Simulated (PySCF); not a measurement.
C₃HCl₂F, SMILES FC=C=C(Cl)Cl. Heavy atoms are numbered as in [F:1][CH:2]=[C:3]=[C:4]([Cl:5])[Cl:6]. Hydrogens are named by the atom that carries them.

Geometry optimised at PBE0-D3(BJ)/def2-SVP.

The numbers are results of PBE/def2-TZVP (PySCF), not measurements.

ESP charges are fitted to the potential on shells at 1.4 to 2.0 van der Waals radii. Atomic charges (e), one atom of each kind:

| atom | Löwdin | ESP fit | IAO |
|---|---|---|---|
| F1 | 0.22 | -0.07 | -0.23 |
| C2 (CH) | -0.29 | -0.07 | 0.14 |
| C3 | -0.14 | 0.05 | -0.10 |
| C4 | -0.79 | -0.09 | -0.06 |
| Cl5 | 0.43 | 0.01 | 0.04 |
| H on C2 | 0.14 | 0.16 | 0.17 |

Computed Mayer and Wiberg (Löwdin basis) orders of the bonds:
| bond | Mayer | Wiberg |
|---|---|---|
| F1–C2 | 1.16 | 1.81 |
| C2–C3 | 1.79 | 2.04 |
| C3–C4 | 1.70 | 2.04 |
| C4–Cl5 | 1.23 | 1.74 |
| C4–Cl6 | 1.23 | 1.74 |
